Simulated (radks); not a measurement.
Problem. The ytterbium ion Yb64+, 6 electrons, occupied as [He] 2s2 2p2. Calculated with a radial shooting solver on a logarithmic mesh with Libxc functionals: Dirac Kohn-Sham, exchange-only PBE, spin-unpolarised, spherical densities, finite nucleus; open shells fill j = l - 1/2 first; Fermi nuclear charge, rms radius 5.3108 fm. Some entries of the table are withheld. Estimate them.

orbital,occ.,eigenvalue (eV),<r^2> (bohr^2)
1s1/2,2,(1),(2)
2s1/2,2,(3),0.007562
2p1/2,2,(4),0.005345
2p3/2,0,(5),0.006394

Solution. 
(1) 1s1/2 eigenvalue (eV): -67999.75
(2) 1s1/2 <r^2> (bohr^2): 0.0005269
(3) 2s1/2 eigenvalue (eV): -16338.15
(4) 2p1/2 eigenvalue (eV): -16067.31
(5) 2p3/2 eigenvalue (eV): -14918.05
